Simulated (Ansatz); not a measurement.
Cartesian coordinates in Å:
```
O 1.748 -0.123 0.019
Ti 0.032 -0.106 -0.331
F -0.433 1.178 -1.421
Cl -0.642 -2.025 -1.156
Se -0.988 0.290 1.819
H 2.577 0.346 -0.083
H -2.294 0.441 1.154
```

Total charge 0; spin multiplicity 1.

Problem. List the PBE/def2-TZVPP orbital energies in eV (the Gaussian-basis code of Ansatz). (Best estimate.)

Solution. Computed: Occupied: -12302.42, -4837.44, -2738.84, -1562.41, -1403.19, -1403.15, -1403.13, -660.21, -531.90, -511.50, -444.47, -444.42, -444.40, -249.43, -205.40, -190.05, -190.00, -189.99, -150.73, -150.58, -150.53, -62.28, -53.82, -53.78, -53.73, -53.62, -53.62, -39.72, -39.39, -39.18, -28.70, -25.23, -19.88, -17.36, -13.37, -11.10, -10.56, -10.50, -9.88, -9.42, -9.10, -9.03, -8.19, -7.94, -7.46, -6.38. Lowest empty: -3.63, -3.56, -2.89, -2.74, -2.27, -1.02, -0.29, 0.71.
